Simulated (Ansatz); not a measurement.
A run for Ansatz (a first-principles code): U-SVWN5/def2-TZVPP on Cs2+, 2S+1 = 2, a spin state set in the input, which need not be the lowest, a point of a bond scan (R = 5.450 Å). Charge +1. Elements past Kr take the def2 small-core potentials; no spin–orbit coupling.

Ansatz 0.2 input:
```yaml
crystal:
  periodic: [false, false, false]
  atoms:
    - {symbol: Cs, position_ang: [0.00000000, 0.00000000, 0.00000000]}
    - {symbol: Cs, position_ang: [0.00000000, 0.00000000, 5.44989900]}
basis:
  gaussian:
    orbitals: def2-TZVPP
    pivot_positions_ang: [[0.00000000, 0.00000000, 0.00000000], [0.00000000, 0.00000000, 5.44989900]]
hamiltonian:
  xc: {name: SVWN5}
total_charge: 1
magnetization: {spin_polarized: true, initial_magnetization: 1}
output: {forces: true, orbitals: {seedname: ./end}}
```

Output:

```
WARN ansatz: RAYON_NUM_THREADS=1 ignored (pool sized by the plan → 1); use --threads N
Functional definition: SVWN5
integrals: 0.02 GiB planned
480 factors; their error is unknown
mean field: 0.20 GiB planned
mean field evaluation 1: about -1088.9441 eV, gradient 3.5e0 eV
mean field evaluation 2: about -1088.9226 eV, gradient 4.0e0 eV
mean field evaluation 4: about -1089.0379 eV, gradient 2.3e-2 eV
mean field evaluation 8: about -1089.0244 eV, gradient 1.0e-3 eV
mean field evaluation 16: about -1087.9898 eV, gradient 2.9e0 eV
mean field evaluation 32: about -1087.2063 eV, gradient 1.6e0 eV
mean field -1089.02437922 eV, -40.0209077690 hartree, gradient 4.4e-6 eV, S^2 0.750123; 3 other end points of the search recorded, 0 dependent functions left out
the calculation of the forces begins
reference -1089.02446309 eV, -40.0209108511 hartree; 9, 8 occupied and 63, 64 virtual orbitals, 480 factors
Total energy: -1089.02446309 eV, -40.0209108511 hartree
Atom 0 at     0.000000     0.000000     0.000000 Å, force     0.000000    -0.000000     0.041593 eV/Å
Atom 1 at     0.000000     0.000000     5.449899 Å, force    -0.000000     0.000000    -0.041593 eV/Å
Dipole moment:    -0.000000     0.000000     0.000000 e Å
```

Self-consistency was reached.

Cost: roughly 3.0 core-seconds.
